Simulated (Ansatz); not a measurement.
Wavefunction ladder for `O[Si](O)(O)[O][Ge]([F])([F])[O][Si](O)(O)O`

| atom | x (Å) | y (Å) | z (Å) |
| --- | --- | --- | --- |
| O1 | 3.370 | 1.380 | -0.104 |
| Si2 | 1.916 | 0.737 | 0.207 |
| O3 | 1.647 | 0.820 | 1.803 |
| O4 | 1.912 | -0.806 | -0.369 |
| O5 | 0.720 | 1.497 | -0.606 |
| Ge6 | -0.527 | 1.037 | -1.705 |
| F7 | 0.119 | 0.603 | -3.220 |
| F8 | -1.504 | 2.405 | -1.979 |
| O9 | -1.511 | -0.262 | -1.137 |
| Si10 | -1.799 | -0.957 | 0.314 |
| O11 | -2.614 | -2.307 | -0.081 |
| O12 | -0.414 | -1.225 | 1.132 |
| O13 | -2.618 | 0.024 | 1.320 |
| H14 | 3.698 | 2.054 | 0.494 |
| H15 | 0.831 | 0.403 | 2.102 |
| H16 | 2.766 | -1.223 | -0.498 |
| H17 | -2.826 | -2.914 | 0.631 |
| H18 | 0.346 | -1.529 | 0.617 |
| H19 | -3.513 | 0.262 | 1.078 |

The species carries charge 0 and has multiplicity 1. Correlated methods include outer-core shells of Ge, which these sets cover unevenly. Scalar relativity is left out up to krypton. The structure was optimised at the PBE0-D4/def2-TZVP level. It is one conformer, not always the lowest. Frozen core, restricted reference, Ansatz 0.2.0.

```csv
basis,HF (Eh),MP2 corr.
def2-SVP,-3453.99711,-2.23926
def2-TZVPP,-3455.54588,-2.85916
def2-QZVPP,-3455.64765,-3.34585
```

**Question.** Estimate the CCSD correlation energy and the (T) correction in each basis where they were run (hartree).

**Answer.** 
| basis | CCSD corr. | (T) |
| --- | --- | --- |
| def2-SVP | -2.26594 | -0.04792 |
| def2-TZVPP | -2.86499 | -0.10071 |
